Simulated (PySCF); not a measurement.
## Worked example: chemical shift, span and skew from a shielding tensor

B(F)2(Me) (CH3BF2), SMILES CB(F)F. Atoms are numbered in the order given.

```xyz
7

B      0.0378    -0.0338     0.0603
F      1.3573    -0.2317     0.0142
F     -0.6083    -0.6626     1.0450
C     -0.7066     0.8476    -0.9962
H     -1.6544     1.2657    -0.6067
H     -0.9683     0.2038    -1.8651
H     -0.0678     1.6636    -1.3856
```
Charge 0, spin multiplicity 1.

Geometry optimised at PBE-D3(BJ)/def2-SVP.

GIAO shieldings from PBE0/pcSseg-2 (PySCF), non-relativistic, no solvent. The symmetric part of the tensor of F2 has the principal values 60.7, 298.1, 361.8 ppm. The same nucleus in CFCl3 has σ = 165.8 ppm at this level (PySCF, at its B3LYP-D3(BJ)/def2-TZVP geometry).

Q: Work out the isotropic shielding, the ¹⁹F shift against CFCl3, the span and the skew.

A: 
σ(iso) = (σ11 + σ22 + σ33)/3 = 240.2 ppm. δ = σ(ref) − σ(iso) = 165.8 − (240.2) = -74.4 ppm.
Span Ω = σ33 − σ11 = 301.1 ppm. Skew κ = 3(σ(iso) − σ22)/Ω = -0.58. Tumbling in solution averages the tensor to δ; in a static solid the shielding alone would spread this spin-1/2 line over Ω.
